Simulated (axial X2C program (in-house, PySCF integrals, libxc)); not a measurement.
**TiBr along the bond: HF, two-component**

All values were computed with an in-house all-electron X2C program for linear molecules (integrals from PySCF). Two-component (2c) means X2C with spin–orbit coupling and atomic mean-field two-electron Coulomb and Gaunt terms. Basis: Br dyall-cv3z [8s9p6d4f1g], Ti dyall-cv3z [10s10p6d4f2g] (cores contracted in-house); Gaussian nuclei, density fitting, unrestricted open shells. Masses: Br 78.918 u, Ti 47.948 u.

State: Ω = 3/2 (⟨Sz⟩ = -1.50, ⟨Lz⟩ = 3.00 at HF). Dipoles are positive if Ti is the positive end.

```tsv
R (Å)	μ (D)	HOMO (eV)	LUMO (eV)
2.091	2.120	-6.58	0.26
2.187	2.423	-6.68	0.20
2.259	2.700	-6.76	0.15
2.331	3.011	-6.84	0.10
2.403	3.347	-6.93	0.04
2.487	3.767	-7.04	-0.03
2.571	4.212	-7.15	-0.10
2.679	4.811	-7.28	-0.20
2.812	5.581	-7.45	-0.32
3.004	6.753	-7.68	-0.52
```

Question: The minimum lies at 2.523 Å. What is the dipole moment there, and its slope?

Answer: At HF, 2c, with the sign and origin stated: μ = 3.96 D, dμ/dR = 5.26 D/Å.

One determinant describes the state; a PBE0 search over occupations chose it and may have missed a lower one. PBE0 can misorder states that lie within some tenths of an eV, so this need not be the ground state of the molecule. The nearest other 2c determinant of the search, Ω = 9/2, lies 0.06 eV up at the distance of the search. With several unpaired electrons one determinant need not be a pure state.
